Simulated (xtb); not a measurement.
Al(All)(Cl)(F) (C3H5AlClF), SMILES C=C[CH2][Al]([Cl])[F]. All values are semi-empirical tight-binding results from xtb (GFN2-xTB unless named), good for trends rather than for accurate numbers. Geometry optimised at GFN2-xTB. The structure was generated by enumeration; whether it is a known compound was not checked. The values are those of a single conformer.

For metal compounds this method's bond lengths and energies can be far off.

```json
{
 "orbital_gap": "3.47 eV",
 "zero_point_energy": "44.7 kcal/mol",
 "G − E(el) at 298.15 K (modified RRHO)": "23.2 kcal/mol"
}
```
